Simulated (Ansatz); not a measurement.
The cluster Li₁₉⁺. The state is a singlet with charge 1. Geometry PBE/def2-SVP.

Cartesian coordinates in Å:
```
Li 2.0384 1.6177 -0.3133
Li 3.0961 -0.6973 1.5594
Li 0.5605 3.8764 1.2006
Li 0.2420 -2.6087 -2.4095
Li -1.9608 -0.8562 -1.2961
Li -0.6874 1.6528 -0.1465
Li -2.5150 1.8710 -2.3619
Li -2.2322 2.3880 2.1675
Li -1.3815 0.1221 4.5514
Li -0.9407 -3.3657 0.4386
Li -1.7823 -0.5196 1.6834
Li 0.7264 -1.0864 0.0778
Li 0.3470 3.5136 -2.0830
Li 2.2261 -3.4369 0.2546
Li 2.8940 -1.0733 -1.7261
Li 0.5223 1.0325 2.4109
Li 0.2133 0.4668 -2.6339
Li -1.9328 -0.8870 -4.2582
Li 0.5666 -2.0098 2.8844
```

The restricted singlet is unstable towards broken spin symmetry in Hartree–Fock (as tested in another run); at PBE/def2-SVP, PBE/def2-TZVP, r2SCAN/def2-TZVP, PBE0/def2-SVP and others this wasn't settled. Another isomer (singlet) lies 0.29 eV lower at PBE0/def2-TZVP; other spin states weren't run for this one.

(1) Estimate the orbital energies around the gap (eV) in Ansatz with PBE/def2-SVP, PBE/def2-TZVP, r2SCAN/def2-TZVP, PBE0/def2-SVP, CAM-B3LYP/def2-TZVP.

Answers

(1) 
```csv
orbital,PBE/def2-SVP,PBE/def2-TZVP,r2SCAN/def2-TZVP,PBE0/def2-SVP,CAM-B3LYP/def2-TZVP
HOMO−9,-51.25,-51.36,-52.82,-55.27,-56.88
HOMO−8,-7.80,-7.94,-8.12,-8.77,-10.12
HOMO−7,-6.94,-7.06,-7.16,-7.72,-8.84
HOMO−6,-6.92,-7.03,-7.14,-7.68,-8.75
HOMO−5,-6.59,-6.70,-6.76,-7.24,-8.21
HOMO−4,-5.90,-5.99,-5.98,-6.35,-7.06
HOMO−3,-5.87,-5.95,-5.95,-6.31,-6.98
HOMO−2,-5.70,-5.77,-5.75,-6.11,-6.73
HOMO−1,-5.51,-5.58,-5.55,-5.89,-6.53
HOMO,-5.50,-5.58,-5.54,-5.88,-6.43
LUMO,-4.93,-4.98,-4.86,-4.44,-3.61
LUMO+1,-4.61,-4.66,-4.53,-4.14,-3.37
LUMO+2,-4.57,-4.61,-4.49,-4.10,-3.29
LUMO+3,-4.41,-4.46,-4.32,-3.93,-3.17
LUMO+4,-4.35,-4.39,-4.23,-3.84,-3.05
LUMO+5,-4.30,-4.35,-4.18,-3.81,-3.01
```
